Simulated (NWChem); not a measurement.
Atomisation of diantimony (Sb2)

```xyz
2

Sb     0.0000     0.0000     1.2515
Sb     0.0000     0.0000    -1.2515
```
Charge 0, spin multiplicity 1.

All runs are NWChem calculations. Structure: optimised with B3LYP/def2-SVP with def2 effective core potentials on Sb, a minimum by its harmonic frequencies.

Basis set: def2-TZVP. The atomisation energy is electronic alone: no zero-point, thermal, spin-orbit or counterpoise terms. No value is extrapolated to the basis-set limit. Free atoms are single determinants with multiplicities Sb 4.

Effective core potentials replace the inner electrons of Sb; spin-orbit coupling is left out. B3LYP has NWChem's definition, with VWN1-RPA local correlation. The stability of the SCF solutions was not checked. Open-shell Hartree-Fock references start from PBE0 orbitals.

Problem. One of these methods gave an atomisation energy of -8.7 kcal/mol. Which?
(A) LDA (SVWN5)
(B) HF
(C) BHandHLYP
(D) PBE

Solution. B, HF. The others give 96.2 (LDA (SVWN5)), 55.3 (BHandHLYP), 74.1 (PBE).
